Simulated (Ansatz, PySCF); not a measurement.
MgO, SMILES [O]=[Mg]. Atoms are numbered in the order given.

```xyz
2

Mg     0.0000     0.0000    -0.6952
O      0.0000     0.0000     1.0428
```
Charge 0, spin multiplicity 1.

Coordinates come from a r2SCAN-D4/def2-TZVPD optimisation.

Vertical ionisation energy (IE) and electron affinity (EA) in eV. Rows of orbital energies are one-electron estimates. Where ΔSCF, EOM or ADC give a negative EA the extra electron is unbound and the value depends on the basis.

| level | IE | EA |
|---|---|---|
| −ε(HOMO), −ε(LUMO), CAM-B3LYP/def2-TZVPD (PySCF) | (withheld) | (withheld) |
| −ε(HOMO), −ε(LUMO), B3LYP/def2-TZVPD (PySCF) | 5.98 | 3.88 |
| −ε(HOMO), −ε(LUMO), PBE/def2-TZVPD (PySCF) | 4.83 | 4.31 |
| ΔSCF, CAM-B3LYP/def2-TZVPD (Ansatz), final states of multiplicity 2 and 2 | 7.65 | 1.97 |
| ΔSCF, PBE/def2-TZVPD (Ansatz), final states of multiplicity 2 and 2 | 8.14 | 1.78 |

Some entries are withheld; supply them. (An estimate is asked for; the answer gives what the named calculation found.)


- −ε(HOMO), −ε(LUMO), CAM-B3LYP/def2-TZVPD (PySCF), IE: 7.53
- −ε(HOMO), −ε(LUMO), CAM-B3LYP/def2-TZVPD (PySCF), EA: 2.82

What vertical singlet–triplet gap does ΔSCF give with CAM-B3LYP/def2-TZVPD (Ansatz, a first-principles code) and with PBE/def2-TZVPD (Ansatz)? (An estimate is asked for; the answer gives what the named calculation found.)

-0.15 and 0.52 eV (triplet above singlet where positive).
